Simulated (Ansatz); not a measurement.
Ta₂O₆H₂. Charge 0, multiplicity 1. Geometry PBE-D4/def2-SVP.

```xyz
10

Ta   -0.535   -0.008    0.258
Ta    1.856    1.504   -2.133
O     0.347    1.058   -1.103
O     0.734    0.363    1.921
O    -1.173   -1.545   -0.636
O     3.052    0.357   -1.689
O    -0.607    1.036    1.955
O     0.372   -1.052    1.710
H    -2.211    0.542    0.364
H    -1.834   -2.257   -0.649
```

In the def2 sets Ta takes a core potential; there is no spin–orbit coupling. B3LYP takes the VWN-RPA correlation. HSE06 is defined as in plane-wave codes, on full-range PBE exchange. The structure holds 2 bonds between oxygen atoms, so isomers without such links may lie far lower. The restricted singlet is unstable towards broken spin symmetry in Hartree–Fock (as tested in another run); at PBE-D4/def2-TZVP, r2SCAN-D4/def2-TZVP, B3LYP-D4/def2-TZVP, PBE0-D4/def2-TZVP and others this wasn't settled. No other spin state of charge 0 was run. Another isomer (singlet) lies 6.37 eV lower at PBE0-D4/def2-TZVP; other spin states weren't run for this one.

Estimate the orbital energies around the gap (eV) in Ansatz with PBE-D4/def2-TZVP, r2SCAN-D4/def2-TZVP, B3LYP-D4/def2-TZVP, PBE0-D4/def2-TZVP, HSE06-D4/def2-TZVP.


```tsv
orbital	PBE-D4/def2-TZVP	r2SCAN-D4/def2-TZVP	B3LYP-D4/def2-TZVP	PBE0-D4/def2-TZVP	HSE06-D4/def2-TZVP
HOMO−9	-9.31	-9.66	-10.72	-11.01	-10.59
HOMO−8	-9.12	-9.46	-10.47	-10.74	-10.33
HOMO−7	-9.02	-9.33	-10.29	-10.57	-10.16
HOMO−6	-8.92	-9.23	-10.19	-10.47	-10.06
HOMO−5	-8.83	-9.10	-10.00	-10.28	-9.87
HOMO−4	-8.45	-8.76	-9.68	-9.96	-9.55
HOMO−3	-8.11	-8.44	-9.38	-9.62	-9.21
HOMO−2	-7.65	-7.99	-9.00	-9.24	-8.83
HOMO−1	-7.02	-7.31	-8.33	-8.55	-8.14
HOMO	-4.90	-5.11	-5.77	-5.90	-5.50
LUMO	-3.94	-3.82	-3.28	-3.02	-3.40
LUMO+1	-3.72	-3.65	-3.21	-2.95	-3.33
LUMO+2	-3.08	-2.81	-2.18	-1.91	-2.28
LUMO+3	-2.60	-2.45	-2.04	-1.80	-2.17
LUMO+4	-2.54	-2.36	-1.72	-1.39	-1.77
LUMO+5	-2.17	-1.99	-1.53	-1.21	-1.59
```
